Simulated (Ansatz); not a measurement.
CH2AlClOS (`S[CH]1[O][Al]1[Cl]`), one more setting.

```yaml
crystal:
  periodic: [false, false, false]
  atoms:
    - {symbol: S, position_ang: [-1.060748, 0.132711, 1.519515]}
    - {symbol: C, position_ang: [0.301675, 0.176804, 0.359749]}
    - {symbol: O, position_ang: [0.517568, -1.100298, -0.453758]}
    - {symbol: Al, position_ang: [0.037225, 0.206547, -1.448409]}
    - {symbol: Cl, position_ang: [-0.344661, 0.723792, -3.415360]}
    - {symbol: H, position_ang: [-0.478949, -0.680577, 2.466363]}
    - {symbol: H, position_ang: [1.230838, 0.429795, 0.935893]}
basis:
  gaussian: {orbitals: def2-SVP, fitting: {mean_field: def2-universal-jkfit}}
hamiltonian: {xc: {name: B97M-V}}
output: {forces: true}
```

```sh
$ ansatz run in.yaml --threads 2 --pin off --events-out ev --progress --plain --max-ram 4352MiB
```

It prints (some lines left out):

```
Functional definition: B97M-V
572 factors; integrals over basis functions are off by at most 3.3e-1 eV
mean field evaluation 1: about -33044.7471 eV, gradient 5.8e1 eV
mean field evaluation 2: about -32939.9391 eV, gradient 1.9e2 eV
mean field evaluation 4: about -33051.2413 eV, gradient 2.3e1 eV
mean field evaluation 8: about -33052.4156 eV, gradient 7.1e-2 eV
mean field evaluation 16: about -33052.4196 eV, gradient 2.3e-5 eV
mean field -33052.41955222 eV, -1214.6540148095 hartree, gradient 2.3e-5 eV, S^2 0.000000; 0 other end points of the search recorded, 0 dependent functions left out
reference -33052.41960652 eV, -1214.6540168051 hartree; 31, 31 occupied and 61, 61 virtual orbitals, 572 factors
Total energy: -33052.41960652 eV, -1214.6540168051 hartree
Atom 0 at    -1.060748     0.132711     1.519515 Å, force     0.252274    -0.383305     0.199868 eV/Å
Atom 1 at     0.301675     0.176804     0.359749 Å, force     0.842849    -0.288016     1.946420 eV/Å
Atom 2 at     0.517568    -1.100298    -0.453758 Å, force    -0.209727     0.736143    -0.015497 eV/Å
Atom 3 at     0.037225     0.206547    -1.448409 Å, force    -0.049059    -0.297725    -1.123210 eV/Å
Atom 4 at    -0.344661     0.723792    -3.415360 Å, force     0.003401    -0.000372     0.085427 eV/Å
Atom 5 at    -0.478949    -0.680577     2.466363 Å, force    -0.272279     0.368391    -0.402358 eV/Å
Atom 6 at     1.230838     0.429795     0.935893 Å, force    -0.567459    -0.135116    -0.690648 eV/Å
Dipole moment:     0.117059     0.282579    -0.157080 e Å
```

Run time 7.5 s (2 threads of an Arm Neoverse V1 on a shared host); peak host memory 0.4 GiB.
